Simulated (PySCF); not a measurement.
Electron correlation in Sn (tin, neutral)

[Kr] 4d10 5s2 5p1 5d1, one real determinant (an excited configuration). Calculation: PySCF 2.14, in aug-cc-pVDZ-PP with ECP28MDF; a scalar-relativistic core potential. Frozen: 4s2 4p6 4d10; 4 electrons correlated.

```json
{"level": "CCSD", "correlation energy (mhartree)": "-71.48"}
{"level": "(T)", "correlation energy (mhartree)": "-13.31"}
{"level": "CCSD(T)", "correlation energy (mhartree)": "-84.79"}
```

Diagnostics: T1 = 0.041, D1 = 0.1066, largest double amplitude 0.616.

The real determinant used has ⟨L²⟩ near 8 against 12 for a pure F term, so it mixes terms. The outer electron is Rydberg-like, and this basis confines it to a smaller radius and binds it less than a complete one would. T1 exceeds 0.03, a sign that the reference determinant is poor. A double-excitation amplitude exceeds 0.15, a sign of near-degeneracy.

Cost of the coupled-cluster step: of the order of 0.15 core-seconds, for 4 correlated electrons.

Iterations:

```
CC2 = 0
CCSD nocc = (np.int64(3), np.int64(1)), nmo = (23, 23)
frozen orbitals [[0, 1, 2, 3, 4, 5, 6, 7, 8], [0, 1, 2, 3, 4, 5, 6, 7, 8]]
max_cycle = 100
direct = 0
conv_tol = 1e-08
conv_tol_normt = 1e-06
diis_space = 8
diis_start_cycle = 0
Init t2, MP2 energy = -0.0344828423144759
Init E_corr(UCCSD) = -0.034482842320196
cycle = 1  E_corr(UCCSD) = -0.0463279178623204  dE = -0.0118450755  norm(t1,t2) = 0.0896093
cycle = 2  E_corr(UCCSD) = -0.0513321477052216  dE = -0.00500422984  norm(t1,t2) = 0.0649877
cycle = 3  E_corr(UCCSD) = -0.0598470604655441  dE = -0.00851491276  norm(t1,t2) = 0.0558206
cycle = 4  E_corr(UCCSD) = -0.0646893898698252  dE = -0.0048423294  norm(t1,t2) = 0.0400101
cycle = 5  E_corr(UCCSD) = -0.0679187696476828  dE = -0.00322937978  norm(t1,t2) = 0.0274297
cycle = 6  E_corr(UCCSD) = -0.0637076728965386  dE = 0.00421109675  norm(t1,t2) = 0.022003
cycle = 7  E_corr(UCCSD) = -0.0680027754271359  dE = -0.00429510253  norm(t1,t2) = 0.026936
cycle = 8  E_corr(UCCSD) = -0.0696295649747519  dE = -0.00162678955  norm(t1,t2) = 0.013673
cycle = 9  E_corr(UCCSD) = -0.0719015092483081  dE = -0.00227194427  norm(t1,t2) = 0.00811362
cycle = 10  E_corr(UCCSD) = -0.0715072918273719  dE = 0.000394217421  norm(t1,t2) = 0.00297751
cycle = 11  E_corr(UCCSD) = -0.071434839020082  dE = 7.24528073e-05  norm(t1,t2) = 0.000558074
cycle = 12  E_corr(UCCSD) = -0.0715047928242158  dE = -6.99538041e-05  norm(t1,t2) = 0.00024432
cycle = 13  E_corr(UCCSD) = -0.071476169487053  dE = 2.86233372e-05  norm(t1,t2) = 8.89543e-05
cycle = 14  E_corr(UCCSD) = -0.0714874492361491  dE = -1.12797491e-05  norm(t1,t2) = 3.7043e-05
cycle = 15  E_corr(UCCSD) = -0.0714841534982382  dE = 3.29573791e-06  norm(t1,t2) = 1.52823e-05
cycle = 16  E_corr(UCCSD) = -0.0714843675453704  dE = -2.14047132e-07  norm(t1,t2) = 1.32975e-06
cycle = 17  E_corr(UCCSD) = -0.0714843035961533  dE = 6.3949217e-08  norm(t1,t2) = 4.52257e-07
cycle = 18  E_corr(UCCSD) = -0.0714842999739128  dE = 3.62224056e-09  norm(t1,t2) = 1.13994e-07
UCCSD converged
E(UCCSD) = -213.1710375398092  E_corr = -0.07148429997391277
UCCSD(T) correction = -0.0133084358236788
```

The reference is one real determinant that mixes LS terms of this configuration.
